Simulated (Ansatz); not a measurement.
Reaction (substitution at a C–O bond): `C[CH2][Ge][O]C` + `OB(O)F` → `COB(O)F` + `C[CH2][Ge][OH]`

Program: Ansatz. Geometries: PBE0-D4/def2-TZVP. ΔE: electronic, gas phase. CCSD(T)/CBS is the MP2 limit (def2-TZVPP, def2-QZVPP) plus CCSD(T) − MP2 in def2-TZVPP, frozen cores. DFT in def2-TZVPP. For Ge outer-core shells are correlated without core-valence functions, which leaves a few kJ/mol of doubt a bond. Scalar relativity is left out up to krypton. Each species was taken in one conformer, which may not be the lowest.

`C[CH2][Ge][O]C`:

```xyz
13

C    -0.466    1.719    0.589
C    -1.523    0.628    0.578
Ge   -1.004   -1.192   -0.051
O     0.705   -0.789   -0.400
C     1.601   -1.748   -0.902
H    -0.059    1.888   -0.410
H    -0.870    2.669    0.952
H     0.378    1.449    1.225
H    -1.949    0.474    1.580
H    -2.385    0.911   -0.042
H     1.133   -2.731   -1.042
H     2.442   -1.863   -0.210
H     1.997   -1.414   -1.866
```

`OB(O)F`:

```xyz
6

O    -1.042   -0.330    0.208
B     0.285   -0.041    0.127
O     0.780    0.745   -0.855
F     1.140   -0.531    1.025
H    -1.260   -0.897    0.951
H     0.098    1.054   -1.456
```

`COB(O)F`:

Z-matrix (Å, degrees):
```
C
O 1 1.414
H 1 1.092 2 108.7
H 1 1.092 2 108.8 3 -118.3
H 1 1.091 2 111.8 3 120.8
B 2 1.344 1 122.2 3 -121.5
F 6 1.336 2 117.4 1 -180.0
O 6 1.361 2 122.7 1 0.0
H 8 0.959 6 112.6 2 180.0
```

`C[CH2][Ge][OH]`:

Cartesian coordinates in Å:
```
C -0.726 -0.515 -0.437
C 0.694 -0.634 0.090
Ge 1.554 0.992 0.912
O 0.221 2.169 0.720
H -0.802 0.235 -1.231
H -1.091 -1.455 -0.859
H -1.429 -0.233 0.354
H 1.383 -0.958 -0.702
H 0.766 -1.419 0.855
H -0.569 1.816 0.299
```

```json
{"level": "CAM-B3LYP-D4", "ΔE (kJ/mol)": "1.9"}
{"level": "LC-ωPBE", "ΔE (kJ/mol)": "1.8"}
```

Task: What does CCSD(T)/CBS give? (An estimate is asked.)

Result: Computed: +3.9 kJ/mol. The listed levels differ from it by -2.0, -2.1 kJ/mol.

Largest T1 diagnostic among the species: 0.014.

Leaving LDA and LC-ωPBE aside and taking each functional with its dispersion term where it has one, the values, not all of them listed here, spread over 3.1 kJ/mol, from ωB97M-V to revPBE-D4. At CCSD(T), def2-SVP lies +6.1 kJ/mol from the extrapolated value and def2-TZVPP +0.7 kJ/mol.
